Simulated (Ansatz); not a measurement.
Reaction (SMILES): [B]=N (B-NH) → [B-]=N (closed-shell singlet) (an electron is taken up)
B3LYP-D3(BJ)/def2-TZVP geometries, fixed; electronic energies without zero-point terms; positive where energy is released.
Largest species:
```
N
B 1 1.2337
H 1 0.9930 2 180.00
```
Charge 0, spin multiplicity 2.

Effect of a fitting basis named in the input at MP2/aug-cc-pVTZ with Ansatz (a program for electronic structure), against the last row, where the adiabatic electron affinity is 1.73 eV. Cores are frozen. Open shells are unrestricted. The default fits or decomposes integrals by the program's own choice; accuracy: high also tightens integrals, grids and stops.

```json
[
 {"setting": "fitting: def2-universal-jkfit and def2-SVP-RIFIT", "largest shift of a total energy (mEh)": "-2.021", "shift of the adiabatic electron affinity (eV)": "-0.009"},
 {"setting": "fitting: def2-universal-jkfit and cc-pVDZ-RIFIT", "largest shift of a total energy (mEh)": "-1.486", "shift of the adiabatic electron affinity (eV)": "-0.010"},
 {"setting": "fitting: def2-universal-jkfit and cc-pVTZ-RIFIT", "largest shift of a total energy (mEh)": "0.154", "shift of the adiabatic electron affinity (eV)": "-0.005"},
 {"setting": "fitting: def2-universal-jkfit and aug-cc-pVTZ-RIFIT", "largest shift of a total energy (mEh)": "0.082", "shift of the adiabatic electron affinity (eV)": "-0.001"},
 {"setting": "fitting: def2-universal-jkfit and cc-pVQZ-RIFIT", "largest shift of a total energy (mEh)": "0.164", "shift of the adiabatic electron affinity (eV)": "-0.003"},
 {"setting": "fitting: def2-universal-jkfit and aug-cc-pVQZ-RIFIT", "largest shift of a total energy (mEh)": "0.069", "shift of the adiabatic electron affinity (eV)": "-0.001"},
 {"setting": "accuracy: high", "largest shift of a total energy (mEh)": "-0.001", "shift of the adiabatic electron affinity (eV)": "0.000"},
 {"setting": "accuracy: medium (default)", "largest shift of a total energy (mEh)": "0.000", "shift of the adiabatic electron affinity (eV)": "0.000"}
]
```

Within 0.002 eV in the adiabatic electron affinity: fitting: def2-universal-jkfit and aug-cc-pVTZ-RIFIT; fitting: def2-universal-jkfit and aug-cc-pVQZ-RIFIT; accuracy: high. The largest shift is 2.021 mEh in a total energy and 0.010 eV in the difference.
